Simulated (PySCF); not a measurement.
Job file and geometry (Å, from GFN2-xTB) of an NMR shielding run on SMILES CC1[SiH2]C[SiH2]1, C$_{3}$H$_{10}$Si$_{2}$, PySCF 2.14.0, density-fitted response routines, GIAO PBE0/pcSseg-1 NMR shielding, non-relativistic, gas phase; density fitting, a coarse starting grid and PySCF grid level 2 are the driver's defaults:

```
{"job": {"kind": "nmr", "xc": "PBE0", "basis": "pcSseg-1"}, "charge": 0, "multiplicity": 1}
C      1.881620    -0.577065    -0.348338
C      0.655028    -0.229879     0.485189
Si    -0.987333    -1.144893     0.061429
C     -1.821465     0.578602    -0.044941
Si    -0.152631     1.494664     0.190794
H      2.191167    -1.607932    -0.177104
H      1.671469    -0.460622    -1.409602
H      2.720109     0.072905    -0.099100
H      0.919474    -0.364024     1.537132
H     -1.501412    -2.040250     1.101348
H     -0.944497    -1.859749    -1.216434
H     -2.334527     0.787090    -0.979696
H     -2.539420     0.766661     0.749200
H     -0.089168     2.426256     1.320654
H      0.327171     2.166223    -1.019790
```

**Question.** What does the program print?

**Answer.** 
```
coarse grid: 12712 points
cycle   1  E = -698.7900169118  dE =  2.341e-01  |g| = 4.871e-01  |ddm| = 3.384e+00
cycle   2  E = -698.7409618323  dE =  4.906e-02  |g| = 6.357e-01  |ddm| = 1.080e+00
cycle   3  E = -698.8521287308  dE = -1.112e-01  |g| = 4.479e-02  |ddm| = 7.031e-01
cycle   4  E = -698.8525658390  dE = -4.371e-04  |g| = 2.144e-02  |ddm| = 7.059e-02
cycle   5  E = -698.8526764518  dE = -1.106e-04  |g| = 4.332e-03  |ddm| = 2.164e-02
cycle   6  E = -698.8526806847  dE = -4.233e-06  |g| = 1.249e-03  |ddm| = 4.974e-03
final grid: 111200 points
cycle   7  E = -698.8814766134  dE = -2.121e-05  |g| = 6.859e-03  |ddm| = 2.060e-02
cycle   8  E = -698.8814675426  dE =  9.071e-06  |g| = 8.937e-03  |ddm| = 1.510e-02
cycle   9  E = -698.8814889272  dE = -2.138e-05  |g| = 5.403e-04  |ddm| = 8.850e-03
cycle  10  E = -698.8814889831  dE = -5.595e-08  |g| = 1.933e-04  |ddm| = 5.956e-04
cycle  11  E = -698.8814889920  dE = -8.847e-09  |g| = 3.299e-05  |ddm| = 1.665e-04
cycle  12  E = -698.8814889922  dE = -2.053e-10  |g| = 1.316e-05  |ddm| = 5.097e-05
converged SCF energy = -698.8814889922

GIAO shielding tensors (ppm)
atom      isotropic    diamagn.    paramagn.     s11        s22        s33       span
  0 C      169.481     243.298     -73.817    157.983    165.663    184.798     26.816
  1 C      174.562     256.749     -82.187    147.095    183.366    193.225     46.130
  2 Si     374.579     880.924    -506.344    336.028    360.413    427.297     91.269
  3 C      197.347     258.086     -60.739    181.416    203.802    206.823     25.408
  4 Si     374.579     880.924    -506.344    336.069    360.384    427.284     91.215
  5 H       30.395      28.793       1.602     25.417     27.990     37.777     12.359
  6 H       30.338      29.949       0.390     26.314     29.301     35.400      9.086
  7 H       30.399      28.799       1.600     25.425     27.998     37.775     12.349
  8 H       30.202      32.437      -2.235     26.177     29.677     34.750      8.573
  9 H       26.786      29.879      -3.093     23.699     24.611     32.048      8.350
 10 H       27.087      30.141      -3.053     24.373     25.419     31.471      7.099
 11 H       31.292      30.764       0.528     27.153     27.461     39.261     12.108
 12 H       31.247      30.554       0.693     27.385     27.648     38.707     11.322
 13 H       26.782      29.874      -3.092     23.696     24.607     32.043      8.347
 14 H       27.083      30.136      -3.053     24.370     25.413     31.466      7.096
```

Size and cost of the density-fitted run: 149 basis functions, 14 s wall time on 1 thread of an Arm Neoverse V2, shared host.
